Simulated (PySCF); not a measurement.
CH₃F, charge +1, doublet, geometry from GFN2-xTB (a state made from the parent by changing its charge; the spin is typed, not shown lowest); PySCF with MP2/cc-pVDZ.

Here is a job for PySCF.
```python
from pyscf import gto, scf, mp

mol = gto.M(
    atom='''
C 
F  1 1.308444
H  1 1.101139 2 111.821425
H  1 1.136672 3 115.918671 2 -126.248315
H  1 1.136672 3 115.918671 4 -107.503371
''',
    basis='cc-pvdz',
    charge=1,
    spin=1,
    verbose=5,
)

mf = scf.UHF(mol)
mf.kernel()

pt = mp.MP2(mf)
pt.kernel()
print('E(MP2) = %.10f' % pt.e_tot)
mf.analyze()
```

What the program printed (banner, timings and long lists left out):

```
PySCF version 2.14.0

[INPUT] verbose = 5
[INPUT] max_memory = 4000
[INPUT] num. atoms = 5
[INPUT] num. electrons = 17
[INPUT] charge = 1
[INPUT] spin (= nelec alpha-beta = 2S) = 1
[INPUT] symmetry False subgroup None
[INPUT] Mole.unit = angstrom
[INPUT] Symbol           X                Y                Z      unit          X                Y                Z       unit  Magmom
[...]
[INPUT] ---------------- BASIS SET ----------------
[INPUT] l, kappa, [nprim/nctr], expnt,             c_1 c_2 ...
[INPUT] C
[...]
                                1000              0.005329 -0.001154
                                228               0.027077 -0.005725
                                64.71             0.101718 -0.023312
                                21.06             0.27474 -0.063955
                                7.495             0.448564 -0.149981
                                2.797             0.285074 -0.127262
                                0.5215            0.015204 0.544529
[...]
                                2.002             0.20948
                                0.5456            0.508557
[...]
[INPUT] F
[...]
                                2207              0.005553 -0.001308
                                502.8             0.028267 -0.006495
                                142.6             0.106444 -0.026691
                                46.47             0.286814 -0.07369
                                16.7              0.448641 -0.170776
                                6.356             0.264761 -0.112327
                                1.316             0.015333 0.562814
[...]
                                4.977             0.235718
                                1.347             0.508521
[...]
[INPUT] H
[...]
                                1.962             0.137977
                                0.4446            0.478148
[...]
nuclear repulsion = 38.339767059041
number of shells = 19
number of NR pGTOs = 73
number of NR cGTOs = 43
basis = cc-pvdz
ecp = {}

******** <class 'pyscf.scf.uhf.UHF'> ********
method = UHF
initial guess = minao
damping factor = 0
level_shift factor = 0
DIIS = <class 'pyscf.scf.diis.CDIIS'>
diis_start_cycle = 1
diis_space = 8
diis_damp = 0
SCF conv_tol = 1e-09
SCF conv_tol_grad = None
SCF max_cycles = 50
direct_scf = True
direct_scf_tol = 1e-13
number electrons alpha = 9  beta = 8
Set gradient conv threshold to 3.16228e-05
E1 = -266.81646261198046  E2 = 89.38111072189928  Ecoul = 105.51922491358478  Exc = -16.138114191685503
init E= -139.09558483104
cond(S) = 216.30069798960312

  alpha mo_energy =
[-26.48755321 -11.31760298  -1.88494763  -1.12104959  -0.74052501
  -0.7242402   -0.71489901  -0.42425984  -0.34911208   0.14310334
   0.21125015   0.22317827   0.23749952   0.56807263   0.63362563
   0.68007981   0.77924005   0.77980596   0.79869399   1.05240323
   1.13627172   1.1665875    1.30987747   1.49695352   1.50740437
   1.59248647   1.79067088   1.82458369   1.87755413   1.92152302
   1.95529053   2.10511613   2.25222509   2.26179114   2.45496613
   2.64686996   2.65472733   2.79822737   3.8936163    3.90052094
   4.16739281   4.22657568   4.43172952]
  beta  mo_energy =
[-26.48755321 -11.31760298  -1.88494763  -1.12104959  -0.74052501
  -0.7242402   -0.71489901  -0.42425984  -0.34911208   0.14310334
   0.21125015   0.22317827   0.23749952   0.56807263   0.63362563
   0.68007981   0.77924005   0.77980596   0.79869399   1.05240323
   1.13627172   1.1665875    1.30987747   1.49695352   1.50740437
   1.59248647   1.79067088   1.82458369   1.87755413   1.92152302
   1.95529053   2.10511613   2.25222509   2.26179114   2.45496613
   2.64686996   2.65472733   2.79822737   3.8936163    3.90052094
   4.16739281   4.22657568   4.43172952]
multiplicity <S^2> = 0.75  2S+1 = 2
E1 = -260.7725995025706  E2 = 83.95505848023583  Ecoul = 99.80934877728124  Exc = -15.85429029704541
cycle= 1 E= -138.477773963294  delta_E= 0.618  |g|= 0.455  |ddm|= 1.22
  alpha mo_energy =
[-26.54616098 -12.03098047  -1.9829354   -1.43971958  -1.12731265
  -1.12451267  -1.07182758  -0.91188751  -0.89938113  -0.14527723
  -0.1187838   -0.07401535  -0.04385082   0.1949788    0.27584416
   0.31822724   0.3805071    0.3836788    0.45936674   0.65480037
   0.72600426   0.7463928    1.04996629   1.16875616   1.2249359
   1.2781799    1.38789791   1.46290847   1.49898453   1.51197174
   1.58437771   1.6938798    1.85522514   1.87472789   2.06181432
   2.18061238   2.24440957   2.46481984   3.71005394   3.71603758
   3.9563302    4.02594313   4.21508954]
  beta  mo_energy =
[-26.53903457 -12.02321228  -1.95981016  -1.34758549  -1.099201
  -1.05484867  -0.96630478  -0.88295605  -0.50416319  -0.12022376
  -0.05683931  -0.0557131   -0.0322257    0.24105348   0.30143349
   0.3264333    0.42362385   0.4274221    0.47432823   0.67672205
   0.76891792   0.78468417   1.05887452   1.19938892   1.23715638
   1.31140196   1.41841371   1.47669715   1.52372454   1.53337457
   1.60282458   1.71214954   1.87275721   1.88927562   2.0848151
   2.21145468   2.24984824   2.47612643   3.73183615   3.73773541
   3.97892227   4.02948145   4.22459884]
multiplicity <S^2> = 0.75412328  2S+1 = 2.004119
E1 = -261.4079177454528  E2 = 84.49819203677606  Ecoul = 100.35471029090309  Exc = -15.856518254127025
cycle= 2 E= -138.569958649636  delta_E= -0.0922  |g|= 0.267  |ddm|= 0.473
  alpha mo_energy =
[-2.67489360e+01 -1.17228207e+01 -2.02227070e+00 -1.35564095e+00
 -1.11119961e+00 -1.10308141e+00 -1.07528014e+00 -9.08378832e-01
 -9.00760865e-01 -9.16375680e-02 -5.27989612e-02 -1.87829019e-02
 -4.31185983e-04  2.43464739e-01  3.32655234e-01  4.02342132e-01
  4.61148818e-01  4.61326327e-01  5.27501845e-01  7.29985125e-01
  8.06190167e-01  8.11803573e-01  1.05105460e+00  1.22013617e+00
  1.22870764e+00  1.26125239e+00  1.46547371e+00  1.48017815e+00
  1.55933844e+00  1.57678367e+00  1.61837831e+00  1.76430033e+00
  1.92058755e+00  1.93609565e+00  2.12867907e+00  2.28291725e+00
[...]
converged SCF energy = -138.596772290782  <S^2> = 0.76867835  2S+1 = 2.0185919
E(UMP2) = -138.92814540687  E_corr = -0.331373116088502
E(SCS-UMP2) = -138.920889938099  E_corr = -0.324117647317548
E(MP2) = -138.9281454069
Total Energy =                        -138.596772290781956
[...]
1 F 3py          0.05720   0.00000  -0.00000  -0.00000  -0.00530
1 F 3pz         -0.00000  -0.10976   0.01216   0.00339   0.00000
1 F 3dxy        -0.04827  -0.00000   0.00000   0.00000   0.01336
1 F 3dyz         0.12565   0.00000  -0.00000   0.00000   0.98773
1 F 3dz^2       -0.00000   0.07485   0.01720   0.86497  -0.00000
1 F 3dxz         0.00000   0.10768   0.00556  -0.01834  -0.00000
1 F 3dx2-y2     -0.00000  -0.01643   0.13180   0.48057  -0.00000
2 H 1s           0.00000  -0.07669  -0.04375   0.00555  -0.00000
2 H 2s           0.00000   0.04561   0.08174  -0.02310   0.00000
2 H 2px         -0.00000  -0.21560  -0.30082   0.03135  -0.00000
2 H 2py         -0.00893  -0.00000   0.00000   0.00000   0.03748
2 H 2pz         -0.00000   0.66089   0.38097  -0.03613   0.00000
3 H 1s           0.05745   0.03905  -0.02304   0.00003  -0.00395
3 H 2s          -0.05248  -0.03723   0.04943   0.00151   0.02162
3 H 2px          0.22102   0.13398  -0.15813   0.00133  -0.02103
3 H 2py         -0.38004  -0.24353   0.21075  -0.01970   0.03032
3 H 2pz          0.34978   0.09192  -0.07358  -0.02748  -0.01843
4 H 1s          -0.05745   0.03905  -0.02304   0.00003   0.00395
4 H 2s           0.05248  -0.03723   0.04943   0.00151  -0.02162
4 H 2px         -0.22102   0.13398  -0.15813   0.00133   0.02103
4 H 2py         -0.38004   0.24353  -0.21075   0.01970   0.03032
4 H 2pz         -0.34978   0.09192  -0.07358  -0.02748   0.01843
               #41       #42       #43
0 C 1s           0.00000  -0.00003   0.00038
0 C 2s          -0.00000  -0.00047  -0.01175
0 C 3s          -0.00000  -0.00248   0.04756
0 C 2px          0.00000   0.00123  -0.01366
0 C 2py          0.01446  -0.00000  -0.00000
0 C 2pz          0.00000   0.01113  -0.00012
0 C 3px         -0.00000  -0.00562   0.08001
0 C 3py          0.01559  -0.00000   0.00000
0 C 3pz          0.00000   0.02707  -0.00168
0 C 3dxy         0.23618  -0.00000   0.00000
0 C 3dyz        -0.01337  -0.00000   0.00000
0 C 3dz^2        0.00000   0.00403   0.08062
0 C 3dxz         0.00000   0.26798   0.00670
0 C 3dx2-y2      0.00000   0.00264  -0.13599
1 F 1s           0.00000  -0.00001   0.00006
1 F 2s           0.00000  -0.00032  -0.00010
1 F 3s          -0.00000   0.00151   0.22246
1 F 2px         -0.00000   0.00010   0.00393
1 F 2py          0.01138  -0.00000   0.00000
1 F 2pz          0.00000   0.00879   0.00003
1 F 3px          0.00000   0.00276  -0.15194
1 F 3py         -0.07550   0.00000  -0.00000
1 F 3pz         -0.00000  -0.07445   0.00076
1 F 3dxy         0.96432  -0.00000   0.00000
1 F 3dyz        -0.01224   0.00000  -0.00000
1 F 3dz^2        0.00000   0.02013  -0.45830
1 F 3dxz         0.00000   0.95245   0.01110
1 F 3dx2-y2     -0.00000  -0.00337   0.82612
2 H 1s          -0.00000   0.00006   0.00167
2 H 2s          -0.00000  -0.02570   0.00949
2 H 2px         -0.00000  -0.06703  -0.00198
2 H 2py          0.01449   0.00000   0.00000
2 H 2pz         -0.00000  -0.05318  -0.01611
3 H 1s          -0.00114   0.00012   0.00159
3 H 2s          -0.01204   0.01296   0.00953
3 H 2px         -0.05195   0.04580  -0.00106
3 H 2py         -0.02175   0.02469  -0.00472
3 H 2pz          0.02063  -0.01271   0.00879
4 H 1s           0.00114   0.00012   0.00159
4 H 2s           0.01204   0.01296   0.00953
4 H 2px          0.05195   0.04580  -0.00106
4 H 2py         -0.02175  -0.02469   0.00472
4 H 2pz         -0.02063  -0.01271   0.00879

To work with the spin densities directly, `use mulliken_meta_spin()` only printing them here.

 ** Mulliken spin pop alpha/beta on meta-lowdin orthogonal AOs **
 ** Mulliken Spin Density (per AO)  **
spin_pop of  0 C 1s       -0.00000
spin_pop of  0 C 2s       -0.01277
spin_pop of  0 C 3s        0.00067
spin_pop of  0 C 2px      -0.02400
spin_pop of  0 C 2py       0.25963
spin_pop of  0 C 2pz      -0.02919
spin_pop of  0 C 3px      -0.00010
spin_pop of  0 C 3py       0.00496
spin_pop of  0 C 3pz       0.00111
spin_pop of  0 C 3dxy     -0.00049
spin_pop of  0 C 3dyz      0.00208
spin_pop of  0 C 3dz^2    -0.00065
spin_pop of  0 C 3dxz     -0.00021
spin_pop of  0 C 3dx2-y2    0.00102
spin_pop of  1 F 1s       -0.00000
spin_pop of  1 F 2s        0.00922
spin_pop of  1 F 3s        0.00008
spin_pop of  1 F 2px       0.00820
spin_pop of  1 F 2py       0.37038
spin_pop of  1 F 2pz      -0.00013
spin_pop of  1 F 3px       0.00040
spin_pop of  1 F 3py       0.00164
spin_pop of  1 F 3pz       0.00024
spin_pop of  1 F 3dxy     -0.00030
spin_pop of  1 F 3dyz      0.00000
spin_pop of  1 F 3dz^2    -0.00000
spin_pop of  1 F 3dxz      0.00000
spin_pop of  1 F 3dx2-y2    0.00000
spin_pop of  2 H 1s       -0.01391
spin_pop of  2 H 2s       -0.00004
spin_pop of  2 H 2px      -0.00003
spin_pop of  2 H 2py       0.00001
spin_pop of  2 H 2pz      -0.00001
spin_pop of  3 H 1s        0.20356
spin_pop of  3 H 2s        0.00623
spin_pop of  3 H 2px       0.00012
spin_pop of  3 H 2py       0.00004
spin_pop of  3 H 2pz       0.00115
spin_pop of  4 H 1s        0.20356
spin_pop of  4 H 2s        0.00623
spin_pop of  4 H 2px       0.00012
spin_pop of  4 H 2py       0.00004
spin_pop of  4 H 2pz       0.00115
 ** Mulliken Spin Density (per atom)  **
spin density of  0 C =      0.20206
spin density of  1 F =      0.38973
spin density of  2 H =     -0.01399
spin density of  3 H =      0.21110
spin density of  4 H =      0.21110
 ** Mulliken pop alpha/beta on meta-lowdin orthogonal AOs **
 ** Mulliken pop       alpha | beta **
In total             9.00000 | 8.00000
 ** Mulliken atomic charges   ( Nelec_alpha | Nelec_beta ) **
charge of  0C =      0.19083  (     3.00561      2.80355 )
charge of  1F =      0.00095  (     4.69439      4.30466 )
charge of  2H =      0.19817  (     0.39392      0.40791 )
charge of  3H =      0.30502  (     0.45304      0.24194 )
charge of  4H =      0.30502  (     0.45304      0.24194 )

WARN: System has nonzero charge 1; the dipole moment is origin-dependent.
Location of origin: [0. 0. 0.]

Dipole moment(X, Y, Z, Debye): -0.96562, -0.00000, -0.95097
```
